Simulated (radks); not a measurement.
Initial-state core-level shifts of neutral rhenium when its valence configuration changes from [Xe] 4f14 5d5 6s2. All-electron calculation, scalar-relativistic Kohn-Sham, r2SCAN, spin-unpolarised, spherical densities, finite nucleus; meta-GGA in the generalised Kohn-Sham scheme; Fermi nuclear charge, rms radius 5.3698 fm. Program: a radial shooting solver on a logarithmic mesh with Libxc functionals. Shifts are changes of the shell-averaged eigenvalues in eV (positive: less bound); the change of the density at the nucleus, which sets a Mossbauer isomer shift, is in e/bohr^3, on a base of 1.648e+06.

| valence | 2s | 3s | 3p | 5p | density at nucleus |
|---|---|---|---|---|---|
| 4f14 5d4 6s2 6p1 | -4.466 | -4.441 | -4.441 | -4.109 | +31.6 |
| 4f13 5d5 6s2 6p1 | -15.912 | -17.361 | -17.343 | -7.318 | +134.3 |
| 4f12 5d5 6s2 6p2 | -33.024 | -36.022 | -35.983 | -14.884 | +281.7 |
| 4f14 5d6 6s1 | +2.371 | +2.354 | +2.354 | +2.115 | -103.0 |
| 4f14 5d5 6s1 6p1 | -1.723 | -1.731 | -1.731 | -1.757 | -86.4 |
| 4f13.5 5d5 6s2 6p0.5 | -7.797 | -8.508 | -8.499 | -3.621 | +65.5 |
| 4f14 5d4.5 6s2 6p0.5 | -2.219 | -2.209 | -2.209 | -2.062 | +15.4 |
| 4f14 5d3 6s2 6p2 | -9.093 | -9.023 | -9.023 | -8.200 | +67.5 |
| 4f13.5 5d5.5 6s2 | -5.496 | -6.217 | -6.209 | -1.488 | +49.3 |
